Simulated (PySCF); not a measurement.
First SCF of a structure search on singlet Rb₄, at a hand-made tetrahedron geometry. PySCF input:

```python
from pyscf import gto, scf, dft
mol = gto.M(atom='''
Rb     1.603700     1.603700     1.603700
Rb     1.603700    -1.603700    -1.603700
Rb    -1.603700     1.603700    -1.603700
Rb    -1.603700    -1.603700     1.603700''',
    basis={'Rb': 'def2-TZVP'},
    ecp={'Rb': 'def2-TZVP'},
    charge=0, spin=0)
mf = dft.RKS(mol, xc='PBE0')
mf.grids.atom_grid = (50, 194)
aux = {'Rb': 'def2-universal-JKFIT'}
mf = mf.density_fit(auxbasis=aux)
mf.conv_tol = 1e-08
mf.diis_space = 10
mf.max_cycle = 60
mf.init_guess = 'minao'
mf.verbose = 4
mf.kernel()
```

Excerpt of the output (cycles and frontier levels):

```
init E= -85.487824387029
cycle= 1 E= -96.0853918563996  delta_E= -10.6  |g|= 0.692  |ddm|= 7.75
  HOMO = -0.013466319797399  LUMO = -0.0115871152212983  gap/eV = 0.05114
cycle= 2 E= -96.0937477112053  delta_E= -0.00836  |g|= 0.698  |ddm|= 10.5
  HOMO = -0.0749201520945657  LUMO = -0.0646381075978382  gap/eV = 0.27979
cycle= 3 E= -96.3407877890432  delta_E= -0.247  |g|= 0.089  |ddm|= 7.99
  HOMO = -0.0756872991070012  LUMO = -0.0578129169988601  gap/eV = 0.48639
cycle= 4 E= -96.3434891985458  delta_E= -0.0027  |g|= 0.0555  |ddm|= 0.505
  HOMO = -0.0761826939718218  LUMO = -0.0588119517331408  gap/eV = 0.47268
cycle= 5 E= -96.3459662131917  delta_E= -0.00248  |g|= 0.0168  |ddm|= 0.337
  HOMO = -0.0769533669342928  LUMO = -0.0587454067690268  gap/eV = 0.49546
cycle= 6 E= -96.3462281804373  delta_E= -0.000262  |g|= 0.0038  |ddm|= 0.0968
  HOMO = -0.0771425516989863  LUMO = -0.0587963975321087  gap/eV = 0.49922
cycle= 7 E= -96.3462892485887  delta_E= -6.11e-05  |g|= 0.00268  |ddm|= 0.0619
... 53 lines left out ...
cycle= 34 E= -96.3460566460261  delta_E= -7.16e-07  |g|= 0.000394  |ddm|= 0.0371
  HOMO = -0.0768345771632353  LUMO = -0.0592570040438944  gap/eV = 0.47831
cycle= 35 E= -96.3460566205244  delta_E= 2.55e-08  |g|= 0.000159  |ddm|= 0.0123
  HOMO = -0.0768730029314069  LUMO = -0.0592611072152156  gap/eV = 0.47924
cycle= 36 E= -96.3460567424881  delta_E= -1.22e-07  |g|= 0.000105  |ddm|= 0.0154
  HOMO = -0.076870396518093  LUMO = -0.0592598342836625  gap/eV = 0.47921
cycle= 37 E= -96.3460567432251  delta_E= -7.37e-10  |g|= 8.8e-05  |ddm|= 0.00186
  HOMO = -0.0768604209442623  LUMO = -0.059257330325923  gap/eV = 0.47900
Extra cycle  E= -96.3460567473468  delta_E= -4.12e-09  |g|= 5.12e-05  |ddm|= 0.00075
converged SCF energy = -96.3460567473468
```

No lower solution of this spin was found from smeared starts or by a stability analysis within the restricted form, which does not test spin polarisation.

The search for the lowest solution, 3 starts and the stability check together, took 12 s on 4 threads of a shared Arm Neoverse V1 host, with 132 basis functions; the process peaked at 0.56 GiB. Launch command: `OMP_NUM_THREADS=4 python axn.py task.json out`.
